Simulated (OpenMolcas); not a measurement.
# Cu5+: effect of the basis set

```json
{"Program": "OpenMolcas 26.06", "Method": "SS-CASPT2, IPEA 0.25 Eh, imaginary shift 0.1 Eh (closed shells correlated: 3s 3p)", "Active space": "6 electrons in 5 orbitals (3d)", "State averaging": "2S+1 = 5 even, 5 roots; 2S+1 = 3 even, 45 roots; 2S+1 = 1 even, 50 roots", "Spin-orbit coupling": "RASSI with atomic mean-field integrals over the reference wave functions, term energies averaged over their components"}
```

A. ANO-RCC-VDZP [5s4p2d1f], DKH2, point nucleus; CASPT2 step of the order of 11 core-seconds
B. ANO-L-VTZP [6s5p3d2f1g], non-relativistic, point nucleus; CASPT2 step roughly 50 core-seconds
C. ANO-RCC-VTZP [6s5p3d2f1g], DKH2, point nucleus; CASPT2 step of the order of 21 core-seconds
D. ANO-R2 [6s4p4d2f1g], X2C, finite nucleus; CASPT2 step about 30 core-seconds
E. ANO-RCC-VQZP [7s6p4d3f2g1h], DKH2, point nucleus; CASPT2 step roughly 40 core-seconds
F. ANO-R3 [7s5p5d3f2g1h], X2C, finite nucleus; CASPT2 step of the order of 50 core-seconds

Energies in cm⁻¹ above 3d⁶ ⁵D₄, the measured ground level; measured values from Sugar and Musgrove, J. Phys. Chem. Ref. Data 19, 527 (1990).

```
         Level      A      B      C      D      E      F  Measured
       3d⁶ ⁵D₄    0.0    0.0    0.0    0.0    0.0    0.0       0.0
       3d⁶ ⁵D₃   1223   1174   1148   1133   1130   1147      1196
       3d⁶ ⁵D₂   2030   1956   1915   1892   1886   1911      1987
       3d⁶ ⁵D₁   2550   2450   2400   2370   2370   2400      2490
       3d⁶ ⁵D₀   2800   2700   2640   2610   2600   2630      2733
    3d⁶ ³P₂(1)  30070  29490  29480  29730  29310  29210     29285
       3d⁶ ³H₆  32440  31270  31080  31270  30850  30760     30418
       3d⁶ ³H₅  32960  31760  31570  31750  31330  31250     31009
3d⁶ ³H₄ [75 %]  33120  31960  31780  31970  31550  31460     31288
    3d⁶ ³P₁(1)  33620  32910  32820  33040  32610  32560     32685
    3d⁶ ³F₄(1)  34420  33390  33210  33430  32990  32910     32756
    3d⁶ ³F₃(1)  34880  33880  33700  33920  33480  33400     33296
    3d⁶ ³P₀(1)  34920  34160  34040  34260  33820  33780     33868
    3d⁶ ³F₂(1)  35310  34310  34130  34350  33900  33830     33740
       3d⁶ ³G₅  39870  38260  38020  38220  37800  37710     37378
       3d⁶ ³G₄  40950  39310  39050  39250  38820  38740     38469
       3d⁶ ³G₃  41350  39690  39420  39610  39180  39110     38907
       3d⁶ ¹I₆  49450  47700  47440  47700  47100  47000     46406
       3d⁶ ³D₂  49660  47610  47340  47550  47090  47010     46714
       3d⁶ ³D₁  49760  47670  47390  47600  47140  47070     46848
       3d⁶ ³D₃  50110  48010  47730  47930  47470  47400     47119
    3d⁶ ¹G₄(1)  50490  49020  48690  49120  48490  48340     47612
    3d⁶ ¹S₀(1)  56360  54800  54570  54950  54280  54170     53787
    3d⁶ ¹D₂(1)  57910  56270  56060  56350  55760  55640     54747
```

Deviations, from unrounded energies. A percentage is the sum of absolute deviations over the sum of measured energies, with the sign that they share, or ± where signs differ.

```
                        Against measurement  Levels     A     B     C     D     E     F
             mean absolute deviation (cm-1)      23  1800   660   500   700   320   260
      fine structure of the ground term (%)       4  +2.4  -1.5  -3.6  -4.7  -5.0  -3.8
other terms of the ground configuration (%)      19  +5.5  +2.0  +1.5  +2.1  ±0.9  ±0.7
```

F lies closest to measurement on these levels and A furthest from it. The largest miss of F in the table is 3d⁶ ¹D₂(1), by +890 cm-1. The ranking rests on the paired levels alone, and a cruder setting can come out closer through cancelling errors.

The two smallest mean deviations differ by little beside CASPT2's spread within terms, so their order carries little weight.

Among A to F the level of the table that moves most is 3d⁶ ³D₃, by 2700 cm-1 (lowest in F, highest in A). Moves below CASPT2's spread within the term are not significant.

CASPT2 does not keep the components of a term degenerate, so their means are used; among the terms shown or strongly mixed into the levels shown the widest spread is 280 cm-1 (3d⁶ ¹G(1), C). The CASPT2 spread within a term exceeds the gap to the next term for 3d⁶ ³D and 3d⁶ ¹G(1), so the order of their levels is uncertain (holds for A). The basis is small and was not contracted for so high a charge (holds for A). Computed and measured levels are paired by configuration, term and J; levels that our copy of the source lacks, or whose pairing is in doubt (as where it misses far off the trend of its configuration), stay unpaired and out of the deviations. Levels of configurations outside the active space are missing. The table leaves out levels that lie high or whose names do not pair safely across all columns.

A share in square brackets marks a mixed level and gives the weight of the term that names it, the lowest over the columns. A number in round brackets counts repeated terms of one configuration in the order of the reference energies.
